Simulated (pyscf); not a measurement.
`[O]=[Mo]([OH])([OH])([F])[F]`, singlet

Gas-phase minimum from PySCF at ωB97X-D3(BJ)/def2-SVP, one conformer. 

```xyz
8

O      0.0017     0.7559     2.1090
Mo    -0.6162    -0.2745     0.9926
O     -0.1107    -1.9775     1.5285
O     -1.2290     0.7847    -0.4023
F      0.8137    -0.5461    -0.2249
F     -2.3427    -0.5791     1.5550
H      0.5039    -2.5514     1.0527
H     -0.8530     0.8020    -1.2922
```
Charge 0, spin multiplicity 1.

Bonds (Å): O1–Mo2 1.640, Mo2–O3 1.855, Mo2–O4 1.856, Mo2–F5 1.898, Mo2–F6 1.841, O3–H7 0.966, O4–H8 0.966. Angles (°): O1–Mo2–O3 106.1, O1–Mo2–O4 106.1, O1–Mo2–F5 104.0, O1–Mo2–F6 104.4, O3–Mo2–O4 146.2, O3–Mo2–F5 81.3, O3–Mo2–F6 90.9, O4–Mo2–F5 81.3, O4–Mo2–F6 90.8, F5–Mo2–F6 151.5, Mo2–O3–H7 125.2, Mo2–O4–H8 125.0.

Properties at ωB97X-D3(BJ)/def2-SVP:

- Harmonic wavenumbers, unscaled: 80, 143, 211, 247, 269, 306, 331, 366, 375, 587, 624, 652, 738, 779, 800, 1136, 3896, 3901 cm⁻¹
- Zero-point energy: 22.1 kcal/mol
- Rotational symmetry number: 1
- Entropy of this conformer at 298 K and 1 atm, rigid rotor and harmonic oscillator, modes under 100 cm⁻¹ raised to 100: 365.2 J/(mol K)
- Dipole moment: 2.85 D

Single-point totals, which compare only within one level:

```csv
level,total energy (hartree)
ωB97X-D3(BJ)/def2-TZVP,-495.20560
PBE/def2-TZVP,-494.80391
r²SCAN/def2-TZVP,-495.03701
B3LYP-D3(BJ)/def2-TZVP,-495.19521
PBE0-D3(BJ)/def2-TZVP,-494.71727
M06-2X/def2-TZVP,-494.85477
ωB97M-D3(BJ)/def2-TZVP,-495.17796
```

Soft torsions are taken as harmonic, which can shift the entropy by several J/(mol K). Elements past Kr carry the def2 core potentials, without spin-orbit coupling.
